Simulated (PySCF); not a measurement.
# Static response to an electric field

C4H7BO3.
Structure used (PBE0-D3(BJ)/def2-SVP), in Å, numbered top down from 1:
```xyz
15
C4H7BO3 angstrom
C      2.4040   -0.4902   -0.7103
O      1.5395    0.6181   -0.4869
C      0.3107    0.3699   -0.1053
O     -0.0299   -0.8314    0.0946
B     -1.5386   -1.1637    0.2714
O     -2.1469   -0.0081    1.0346
C     -1.7217    1.1755    0.8033
C     -0.5510    1.4645    0.1330
H      1.9809   -1.1656   -1.4670
H      2.5611   -1.0527    0.2206
H      3.3493   -0.0637   -1.0623
H     -1.6193   -2.1782    0.9278
H     -2.0301   -1.1921   -0.8493
H     -2.3412    1.9856    1.2146
H     -0.2080    2.4829   -0.0312
```

Level: PBE0/def2-SVPD (PySCF), static field, nuclei fixed, core orbitals frozen in the response. The polarisability tensor in these axes (au):

```
x    90.61  -2.07 -13.59
y    -2.07  76.42   1.29
z   -13.59   1.29  58.95
```

**Question.** What are the eigenvalues, a third of the trace, and Δα (Δα² = ½Σ(αi − αj)² over the three pairs)?

**Answer.** Principal values 53.91, 76.14 and 95.94 au; mean 75.33 au = 11.16 Å³ = 12.42 × 10⁻⁴⁰ C²·m²/J; Δα = 36.41 au (48 % of the mean).

**Question.** What is the dipole moment, and where does it point?

**Answer.** (3.34, 2.51, -0.48) D, 4.21 D in size, pointing from the negative to the positive side. Measured along this direction, the outermost atoms are H12 at the negative end and H11 at the positive end.

**Question.** Give the eigenvalues of the traceless quadrupole moment Θ = ½Σq(3rr − r²1), origin at the centre of nuclear charge.

**Answer.** -11.55, -3.64, 15.18 D·Å. The values depend on the origin, since the dipole doesn't vanish. The electronic extent ⟨r²⟩ about the same centre is 947 bohr², a root-mean-square distance of 2.10 Å for the 60 electrons.

**Question.** Find the Langevin capture rate constant for H3+ (3.023 u) meeting this molecule (114.049 u), k = 2.342 × 10⁻⁹ cm³/s × √(α in Å³ / reduced mass in u).

**Answer.** The reduced mass is 2.95 u, so k = 4.56 × 10⁻⁹ cm³/s. The formula leaves out the permanent dipole, which adds to the capture rate.

**Question.** What molar refraction does this α imply?

**Answer.** Lorentz–Lorenz: R = (4π/3)N_A α = 2.5225 cm³/(mol·Å³) × 11.16 Å³ = 28.2 cm³/mol, in the limit of long wavelengths.

The structure is a single PBE0-D3(BJ)/def2-SVP conformer in the gas phase; no vibrational or solvent corrections.
